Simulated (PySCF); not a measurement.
Optical rotation: SMILES CC[C@H]1C[C@@H]1CN, C₆H₁₃N

Geometry:
| atom | x (Å) | y (Å) | z (Å) |
| --- | --- | --- | --- |
| C1 | -2.963 | -0.034 | -0.202 |
| C2 | -1.675 | -0.535 | -0.849 |
| C3 | -0.489 | 0.297 | -0.425 |
| C4 | 0.194 | 0.025 | 0.883 |
| C5 | 0.894 | -0.284 | -0.410 |
| C6 | 2.087 | 0.549 | -0.839 |
| N7 | 3.339 | 0.186 | -0.194 |
| H8 | -2.882 | -0.077 | 0.882 |
| H9 | -3.811 | -0.642 | -0.510 |
| H10 | -3.157 | 0.997 | -0.489 |
| H11 | -1.510 | -1.578 | -0.568 |
| H12 | -1.775 | -0.496 | -1.938 |
| H13 | -0.567 | 1.339 | -0.717 |
| H14 | 0.542 | 0.866 | 1.464 |
| H15 | -0.162 | -0.800 | 1.483 |
| H16 | 0.983 | -1.334 | -0.672 |
| H17 | 2.234 | 0.455 | -1.919 |
| H18 | 1.898 | 1.603 | -0.613 |
| H19 | 3.237 | 0.250 | 0.814 |
| H20 | 3.578 | -0.776 | -0.413 |

Method used: TDDFT B3LYP/def2-SVPD circular dichroism and optical rotation, one conformer, gas phase (PySCF). Geometry: GFN2-xTB.

The molecule is flexible and this is one conformer; a measurement averages over conformers. States above about 6.5 eV (minus the energy of the highest occupied orbital) lie near or above the ionisation threshold and depend on the basis.

Stereocentres: C3 S, C5 S.

**Question.** What is the specific rotation at 633, 589.3, 546, 436, 405, 365, 355 nm?

**Answer.** [α] in deg dm⁻¹ (g/mL)⁻¹:
```csv
λ (nm),origin-invariant length gauge,modified velocity gauge,length gauge (centre of mass),isotropic polarisability (au)
633,+181.7,+178.0,+181.5,82.9
589.3,+211.0,+206.6,+210.7,83.2
546,+247.7,+242.2,+247.3,83.5
436,+398.9,+388.3,+398.4,85.0
405,+466.6,+453.1,+466.1,85.6
365,+581.0,+561.2,+580.2,86.8
355,+615.3,+593.3,+614.6,87.1
```

**Question.** And for the mirror image at 589.3 nm?

**Answer.** -211.0 deg dm⁻¹ (g/mL)⁻¹ (origin-invariant length gauge): the same size and the opposite sign.

**Question.** What is the molar rotation [Φ] = [α]·M/100 of the geometry above at 589.3 nm?

**Answer.** With M = 99.18 g/mol, +209.3 deg cm² dmol⁻¹ (origin-invariant length gauge).

The first excitation lies at 6.00 eV (207 nm) with R = -16.2 × 10⁻⁴⁰ esu² cm² (velocity form).
